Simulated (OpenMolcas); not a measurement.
Ti3+ (d1) in a complex was computed by CASSCF with the d shell active (OpenMolcas, ANO-RCC-VDZP on the metal). Its lowest spin-free states, and all those of the highest spin:

```csv
2S+1,Degeneracy,E (cm-1)
2,2,0.0
2,2,8214
2,1,21048
```

Q: Is the site octahedral, tetrahedral or cube-like, axial, or of lower symmetry?

A: The states with 2S+1 = 2 have orbital degeneracies 2, 2, 1. There are pairs but no triples, so the site is axial: not cubic, but with a proper or improper axis of order three or more. The run had Ti3+ with 5 ligands (hydroxide, ammonia on the axis) in trigonal bipyramidal coordination (C3) at 1.94 Å, the axial distance 2.025 Å. Ligand basis ANO-RCC-VDZP.

An orbital doublet at a regular site is open to a Jahn-Teller distortion, which this geometry leaves out. The least metal-like active orbital is 83 % on the metal (Löwdin) and no ligand orbital is active, so the numbers are rough. Ligand-to-metal charge-transfer states are missing. With metal d orbitals alone and no dynamic correlation the field as a rule comes out too small, by tens of per cent, by up to half for chloride and softer ligands. No measured value stands beside these numbers; the geometry is a model, was not optimised and need not be the one that this ion takes.
